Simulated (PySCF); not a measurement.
Basis-set dependence of population analyses: `F[C@@H]1CN[SiH2]C1`

Species: C3H8FNSi.
Atom-mapped SMILES: `[F:1][C@@H:2]1[CH2:3][NH:4][SiH2:5][CH2:6]1` (hydrogens: H7 on C2; H8, H9 on C3; H10 on N4; H11, H12 on Si5; H13, H14 on C6)

Cartesian coordinates in Å at the PBE0-D3(BJ)/def2-SVP level; atoms count from 1:
```xyz
14
C3H8FNSi angstrom
F     -1.1619    0.3648    1.5147
C     -1.1547    0.3281    0.1298
C     -0.5759   -1.0099   -0.3159
N      0.8640   -0.9105   -0.2151
Si     1.4728    0.7103   -0.1320
C     -0.2533    1.4549   -0.3599
H     -2.2011    0.4379   -0.2041
H     -0.9900   -1.7937    0.3421
H     -0.9285   -1.2293   -1.3454
H      1.3894   -1.7727   -0.2330
H      2.4209    1.0748   -1.2343
H      2.1508    1.0686    1.1538
H     -0.4235    1.6409   -1.4332
H     -0.4701    2.3834    0.1863
```

PBE0 throughout (PySCF), one geometry, spherical d and f functions. The structure is a single PBE0-D3(BJ)/def2-SVP conformer in the gas phase; no vibrational or solvent corrections. The first 7 of 14 kinds of atom are listed.

Mulliken charges (e):

```json
{"basis": "STO-3G", "functions": "42", "F1": "-0.126", "C2": "+0.038", "C3": "-0.076", "N4": "-0.510", "Si5": "+0.724", "C6": "-0.319", "H7": "+0.069"}
{"basis": "6-31G", "functions": "74", "F1": "-0.334", "C2": "+0.130", "C3": "-0.112", "N4": "-0.914", "Si5": "+0.901", "C6": "-0.670", "H7": "+0.173"}
{"basis": "6-31G*", "functions": "104", "F1": "-0.341", "C2": "+0.195", "C3": "-0.181", "N4": "-0.746", "Si5": "+0.621", "C6": "-0.604", "H7": "+0.161"}
{"basis": "def2-SVP", "functions": "128", "F1": "-0.274", "C2": "+0.129", "C3": "+0.154", "N4": "-0.475", "Si5": "+0.570", "C6": "-0.303", "H7": "+0.037"}
{"basis": "6-311+G(2d,p)", "functions": "218", "F1": "-0.262", "C2": "+0.246", "C3": "-0.270", "N4": "-0.665", "Si5": "+0.779", "C6": "-0.636", "H7": "+0.118"}
{"basis": "def2-TZVP", "functions": "240", "F1": "-0.228", "C2": "+0.129", "C3": "-0.093", "N4": "-0.453", "Si5": "+0.330", "C6": "-0.347", "H7": "+0.084"}
```

IAO charges (e):

| basis | functions | F1 | C2 | C3 | N4 | Si5 | C6 | H7 |
| --- | --- | --- | --- | --- | --- | --- | --- | --- |
| STO-3G | 42 | -0.148 | +0.027 | -0.199 | -0.565 | +0.843 | -0.525 | +0.118 |
| 6-31G | 74 | -0.315 | +0.156 | -0.175 | -0.648 | +0.734 | -0.548 | +0.145 |
| 6-31G* | 104 | -0.323 | +0.189 | -0.155 | -0.673 | +0.855 | -0.558 | +0.131 |
| def2-SVP | 128 | -0.326 | +0.190 | -0.150 | -0.664 | +0.865 | -0.555 | +0.130 |
| 6-311+G(2d,p) | 218 | -0.340 | +0.187 | -0.160 | -0.699 | +0.886 | -0.573 | +0.140 |
| def2-TZVP | 240 | -0.339 | +0.191 | -0.159 | -0.698 | +0.896 | -0.576 | +0.138 |

Problem. Which scheme is steadiest as the basis changes?

Solution. Largest range over the bases for any column: IAO 0.19 e, Mulliken 0.57 e. IAO charges move least and Mulliken charges most, counted in e. Without the minimal STO-3G basis the ranges are IAO 0.16, Mulliken 0.57 e.

Problem. How much do the charges still move between the two largest bases, 6-311+G(2d,p) and def2-TZVP?

Solution. At most, over all atoms: Mulliken 0.449 e, IAO 0.010 e.

Problem. What do the same runs give for the total energy, the frontier levels and the dipole moment?

Solution. 
```json
{"basis": "STO-3G", "energy (Eh)": "-555.9135", "HOMO (eV)": "-3.18", "LUMO (eV)": "7.33", "μ (D)": "1.03"}
{"basis": "6-31G", "energy (Eh)": "-562.6851", "HOMO (eV)": "-6.27", "LUMO (eV)": "1.01", "μ (D)": "2.05"}
{"basis": "6-31G*", "energy (Eh)": "-562.7858", "HOMO (eV)": "-6.41", "LUMO (eV)": "0.98", "μ (D)": "1.79"}
{"basis": "def2-SVP", "energy (Eh)": "-562.5209", "HOMO (eV)": "-6.56", "LUMO (eV)": "1.10", "μ (D)": "1.89"}
{"basis": "6-311+G(2d,p)", "energy (Eh)": "-562.9091", "HOMO (eV)": "-6.70", "LUMO (eV)": "0.06", "μ (D)": "1.96"}
{"basis": "def2-TZVP", "energy (Eh)": "-562.9351", "HOMO (eV)": "-6.69", "LUMO (eV)": "0.51", "μ (D)": "1.91"}
```

The dipole is fixed by the density alone, so its range of 1.02 D shows that the density itself changes with the basis, not only its division among atoms.
